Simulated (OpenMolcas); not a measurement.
V2+: CASPT2 settings compared

```
Program             : OpenMolcas
Basis               : ANO-RCC-VTZP [6s5p3d2f1g]
Scalar Hamiltonian  : DKH4, point nucleus
Active space        : 3 electrons in 5 orbitals (3d)
State averaging     : 2S+1 = 4 even, 10 roots; 2S+1 = 2 even, 28 roots
Spin-orbit coupling : state interaction with AMFI integrals over the reference wave functions, term energies averaged over their components
```

Methods on the same reference wave functions:
A. CASSCF
B. SS-CASPT2, IPEA 0.15 Eh, imaginary shift 0.1 Eh (closed shells correlated: none)
C. SS-CASPT2, IPEA 0.6 Eh, imaginary shift 0.15 Eh (closed shells correlated: 3s 3p)
D. SS-CASPT2, IPEA 0.75 Eh, no level shift (closed shells correlated: 3s 3p)

Energies in cm⁻¹ above 3d³ ⁴F_3/2, the measured ground level; measured values from Sugar and Corliss, J. Phys. Chem. Ref. Data 7, 1191 (1978).

| Level | A | B | C | D | Measured |
| --- | --- | --- | --- | --- | --- |
| 3d³ ⁴F_3/2 | 0.0 | 0.0 | 0.0 | 0.0 | 0.0 |
| 3d³ ⁴F_5/2 | 154 | 154 | 154 | 154 | 146 |
| 3d³ ⁴F_7/2 | 365 | 366 | 366 | 366 | 342 |
| 3d³ ⁴F_9/2 | 631 | 631 | 631 | 631 | 584 |
| 3d³ ⁴P_1/2 | 14865 | 13210 | 12410 | 12550 | 11514 |
| 3d³ ⁴P_3/2 | 14940 | 13290 | 12480 | 12620 | 11592 |
| 3d³ ²G_7/2 | 14961 | 13260 | 12450 | 12620 | 11966 |
| 3d³ ⁴P_5/2 | 15113 | 13460 | 12660 | 12790 | 11770 |
| 3d³ ²G_9/2 | 15186 | 13480 | 12670 | 12840 | 12187 |
| 3d³ ²P_1/2 | 19809 | 17890 | 17110 | 17220 | 15580 |
| 3d³ ²H_9/2 | 19829 | 18140 | 17260 | 17360 | 16811 |
| 3d³ ²H_11/2 | 20006 | 18320 | 17430 | 17540 | 16978 |
| 3d³ ²D_5/2 | 21716 | 18050 | 17340 | 17560 | 16375 |

Deviations, from unrounded energies. A percentage is the sum of absolute deviations over the sum of measured energies, with the sign that they share, or ± where signs differ.

```csv
Against measurement,Levels,A,B,C,D
mean absolute deviation (cm-1),12,2600,1200,590,700
fine structure of the ground term (%),3,+7.3,+7.6,+7.6,+7.6
other terms of the ground configuration (%),9,+25.4,+11.5,+5.6,+6.7
```

C lies closest to measurement on these levels and A furthest from it. The largest miss of C in the table is 3d³ ²P_1/2, by +1500 cm-1. The ranking rests on the paired levels alone, and a cruder setting can come out closer through cancelling errors.

Among B to D the level of the table that moves most is 3d³ ²H_11/2, by 880 cm-1 (lowest in C, highest in B). Moves below CASPT2's spread within the term are not significant.

The mean deviations of B to D differ by less than CASPT2's widest spread within a term (750 cm-1), so their order carries little weight.

From A to B the spin-free energies of the other terms of 3d³ shown, above ⁴F, scale by factors of 0.83 to 0.91, as is usual when dynamic correlation screens the repulsion within a d or f shell.

The lowest spin-free term lies below A's lowest term by 0.022 hartree in B, 0.322 hartree in C, 0.319 hartree in D.

CASPT2 breaks the degeneracy within a term, and the mean is taken; among the terms shown or strongly mixed into the levels shown the widest spread is 750 cm-1 (3d³ ²H, B). The CASPT2 spread within a term exceeds the gap to the next term for 3d³ ²D and 3d³ ²P, 3d³ ²P and 3d³ ²H, so the order of their levels is uncertain, and so are names and mixing where such terms share a J (figures for B; the like holds for C, D). Without dynamic correlation excited terms often stand tens of per cent too high (terms of higher spin than the ground term too low), and those without a measured partner can miss by more than the paired ones (holds for A). Computed and measured levels are paired by configuration, term and J; levels that our copy of the source lacks, or whose pairing is in doubt (as where it misses far off the trend of its configuration), stay unpaired and out of the deviations. Levels of configurations outside the active space are missing. The table leaves out levels that lie high or whose names do not pair safely across all columns.
